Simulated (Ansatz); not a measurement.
SiIH3 (SiH₃I) was relaxed with r2SCAN-D4 (def2-TZVP) in Ansatz in these states: charge +1 doublet, neutral singlet. The geometries follow in no particular order.

In the def2 sets I takes a core potential; there is no spin–orbit coupling.

A:

```xyz
5

Si   -0.0124    0.0780   -0.1904
I     0.1349   -0.8471    2.0668
H     1.1806    0.9197   -0.4333
H    -1.2451    0.8917   -0.2865
H    -0.0580   -1.0423   -1.1566
```

B:

```tsv
atom	x (Å)	y (Å)	z (Å)
Si1	0.133	0.313	0.050
I2	-0.909	-1.944	-0.540
H3	0.491	-0.080	1.437
H4	-0.980	1.268	-0.067
H5	1.266	0.443	-0.880
```

Problem. Judge from the bond lengths which geometry belongs to which state (an estimate).

Solution. A is the neutral singlet (Si1–I2 2.444 Å, Si1–H5 1.480 Å, Si1–H4 1.480 Å); B is the charge +1 doublet (Si1–I2 2.555 Å, Si1–H5 1.472 Å, Si1–H4 1.472 Å).
